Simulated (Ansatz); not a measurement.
This geometry of FH + H4OSn (8 atoms, charge 0, multiplicity 1) is a first-order saddle point.

Theory: RKS PBE0-D4/def2-SVP (Ansatz).

```xyz
8
Properties=species:S:1:pos:R:3
Sn 0.064 -0.148 -0.111
O 0.129 -0.077 2.067
H -0.712 -0.121 2.536
H 1.597 0.250 -0.733
H -0.925 1.277 -0.110
H -0.866 -1.387 -0.831
F 1.049 -1.830 1.031
H 0.629 -1.088 1.876
```

Problem. Which two structures does it join? (They come from a converged band through this point; their orientation in space is the band's.)

Solution. Bonds broken: Sn1–O2, F7–H8. Bonds formed: Sn1–F7, O2–H8. FH + H4OSn becomes FH3Sn + H2O.

Image 0:

```xyz
8
Properties=species:S:1:pos:R:3
Sn -0.092 0.076 -0.095
O 0.057 -0.120 1.920
H -0.772 -0.013 2.400
H 1.509 0.304 -0.611
H -1.047 1.491 -0.287
H -0.893 -1.291 -0.727
F 1.330 -2.119 1.305
H 0.873 -1.453 1.818
```

Image 6:

```xyz
8
Properties=species:S:1:pos:R:3
Sn 0.311 -0.119 -0.331
O -0.522 -0.352 2.369
H -1.055 -1.144 2.505
H 1.276 -0.215 -1.751
H 0.069 1.494 0.148
H -1.056 -1.128 -0.476
F 1.552 -0.968 0.953
H 0.389 -0.693 2.307
```

Problem. How far does it lie above each of them?

Solution. 26.4 kJ/mol above the first and 52.7 kJ/mol above the second. This is the barrier of this one path; another mechanism may lie lower. The orbitals stay closed-shell, which can raise the energy where a bond breaks towards radicals; this wasn't checked here.

The run took 7.1 min on 1 thread of Arm Neoverse V2 (shared host), peak memory 0.15 GiB.
